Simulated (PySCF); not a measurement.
Task: Give a PBE0-D3(BJ)/def2-SVP geometry of `O[SiH](O)[SeH]`.

Result: 
```
atom  x, y, z in Å
O1    -0.7265    1.5522    0.0593
Si2   -0.2260   -0.0016    0.2829
O3    -1.3281   -1.0085   -0.4347
Se4    1.7739   -0.4794   -0.7220
H5    -0.7704    1.8579   -0.8527
H6    -0.1099   -0.1653    1.7516
H7    -1.1011   -1.9417   -0.4882
H8     2.5433    0.1670    0.3520
```

Orientation and origin are arbitrary. Atoms count from 1 in this order. Si2 (oxygen-bound silicon) is distorted tetrahedral (angles from 105.2° to 114.5°). Se4 (selenium bonded to Si and H) is bent (angle 92.6°).

Bonds between heavy atoms (Å): O1–Si2 1.648, Si2–O3 1.656, Si2–Se4 2.289.

Computed with PySCF 2.14.0, PBE0-D3(BJ)/def2-SVP geometry optimisation, gas phase.

Stationary, but not proved a minimum. The numbers are those of one conformer (H–O1–Si2–O3 -63°, O1–Si2–O3–H 172°, O1–Si2–Se4–H 79°).
